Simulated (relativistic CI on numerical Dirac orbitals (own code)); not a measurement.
# Crystal-field levels of Ru3+, 4d5

Calculated by Dirac-Coulomb-Breit CI, separate exchange-only KLI orbitals for each configuration, model QED, valence Slater integrals scaled by 0.7, one configuration in a parametric crystal field (own radial code).

Field parameters in Wybourne normalisation: D4h B²₀ = −7Ds, B⁴₀ = 21(Dq − Dt), B⁴₄ = 21√(5/14) Dq. The field is a parameter set, without covalency.

S is read from ⟨S²⟩ = S(S + 1).

Levels (cm⁻¹, degeneracy): 0 (2), 4784 (2), 5953 (2), 15834 (2), 16160 (2), 16179 (2), 16369 (2), 19926 (2), 20146 (2), 20596 (2), 20616 (2), 20867 (2).

Q: Which field gives this pattern?
A. D4h, 10Dq = 23350, Ds = 950, Dt = -500 cm⁻¹
B. D4h, 10Dq = 23350, Ds = -1090, Dt = -500 cm⁻¹
C. D4h, 10Dq = 23350, Ds = 2590, Dt = -500 cm⁻¹
D. D4h, 10Dq = 23350, Ds = 140, Dt = -500 cm⁻¹

A: A. D4h, 10Dq = 23350, Ds = 950, Dt = -500 cm⁻¹, ground level with S = 0.52.
